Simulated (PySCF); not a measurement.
## [La(NH3)2]3+: from a saddle point downhill

PySCF 2.14.0, RKS PBE, La def2-SVP with ECP46, N def2-SVP, H def2-SVP; non-relativistic Hamiltonian with scalar-relativistic core potentials where named; density fitting; no spin-orbit coupling. Relaxed within the symmetry of its start, the geometry (D3d) is

```xyz
9

La    0.0000    0.0000    0.0000
N     0.0000    0.0000    2.6025
H     0.8137    0.4698    3.0650
H    -0.8137    0.4698    3.0650
H     0.0000   -0.9396    3.0650
N     0.0000    0.0000   -2.6025
H     0.8137   -0.4698   -3.0650
H    -0.8137   -0.4698   -3.0650
H     0.0000    0.9396   -3.0650
```

and its lowest harmonic modes are -128, -128, 28, 327, 329, 573 cm⁻¹ (negative: unstable; uncertain by 10 to 30 cm⁻¹). It was moved along the lowest mode and relaxed again.

**Question.** Where does it end, and how much lower?

**Answer.** In C1, 0.527 eV lower, after 18 steps:
```xyz
9

La    0.4689   -1.1047   -0.0002
N    -0.0826    0.1858    2.1040
H     0.6366    0.8832    2.4138
H    -0.9637    0.7526    2.0896
H    -0.2049   -0.4112    2.9575
N    -0.0806    0.1872   -2.1036
H     0.5820    0.0230   -2.8996
H    -1.0120   -0.0279   -2.5348
H    -0.0967    1.2318   -2.0267
```

**Question.** How do the contacts change?

**Answer.** 
```csv
contact,saddle (Å),end (Å)
La1–N2 (NH3),2.602,2.529
La1–N6 (NH3),2.602,2.529
```


**Question.** Is the end a minimum?

**Answer.** Probably not: 1 of the modes stay unstable (below −25 cm⁻¹), though so soft as to be near the noise; lowest modes -54, 25, 74, 351, 357, 630 cm⁻¹.

State: singlet.
